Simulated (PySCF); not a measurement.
**Nuclear quadrupole coupling in `[H]/N=C/[C@@H]1[C@@H](F)C12CC2`**

C₆H₈FN.
Structure used (GFN2-xTB), in Å, numbered top down from 1:
```
atom  x, y, z in Å
N1     2.8747   -0.0393    0.7865
C2     1.8925   -0.0657    0.0042
C3     0.6156   -0.6339    0.4470
C4    -0.2754   -1.3385   -0.5684
F5    -0.9254   -2.4648   -0.1615
C6    -0.6765   -0.0390   -0.0215
C7    -1.8658    0.5770    0.6057
C8    -1.1547    1.2640   -0.5364
H9     3.7259    0.3735    0.4136
H10    1.8876    0.3216   -1.0266
H11    0.6408   -1.0510    1.4461
H12    0.0515   -1.4513   -1.5964
H13   -1.7613    0.9933    1.5964
H14   -2.8299    0.1277    0.4184
H15   -1.6370    1.2901   -1.5027
H16   -0.5702    2.1451   -0.3159
```

Field gradients from the PBE0/pcSseg-1 density (PySCF, non-relativistic), principal values in atomic units, ordered |Vxx| ≤ |Vyy| ≤ |Vzz|:

```csv
atom,Vxx,Vyy,Vzz
N1,0.3254,0.6842,-1.0096
```

Task: Find the asymmetry η = (Vxx − Vyy)/Vzz and the couplings χ = eQV/h (234.96 MHz × Q in barn × V in au), with Q(14N) = 0.02044 b.

Result: 
```
atom     environment  nucleus     η  χzz (MHz)  χxx (MHz)  χyy (MHz)
  N1  imine nitrogen      14N  0.36     -4.849      1.563      3.286
```

The tensor is traceless: Vxx + Vyy + Vzz = 0.

Task: What is Vzz at N1 in SI units (1 au = 9.71736 × 10²¹ V/m²)?

Result: -1.0096 au = -9.810 × 10²¹ V/m².

Task: And the gradient at the other heavy atoms, for which no coupling is worked out here?

Result: 
```json
{"atom": "C2", "environment": "imine carbon", "Vzz (au)": "0.408", "η": "0.30"}
{"atom": "C3", "environment": "three-membered-ring carbon", "Vzz (au)": "0.166", "η": "0.10"}
{"atom": "C4", "environment": "sp3 C–F carbon", "Vzz (au)": "0.516", "η": "0.42"}
{"atom": "F5", "environment": "alkyl fluorine", "Vzz (au)": "3.092", "η": "0.01"}
{"atom": "C6", "environment": "sp3 carbon at a ring junction", "Vzz (au)": "0.308", "η": "0.16"}
{"atom": "C7", "environment": "three-membered-ring carbon", "Vzz (au)": "0.182", "η": "0.32"}
{"atom": "C8", "environment": "three-membered-ring carbon", "Vzz (au)": "0.179", "η": "0.15"}
```

Were the hydrogens deuterons (Q(2H) = 0.00286 b), χzz would run from 191 kHz (H10) to 264 kHz (H9).

One conformer (not necessarily the lowest) at the GFN2-xTB geometry, without solvent, vibrations or thermal averaging. GFN2-xTB bond lengths can be off by several hundredths of an ångström, more for odd bonds, and the gradients follow them. With a basis this small, the couplings can be 20 % off.
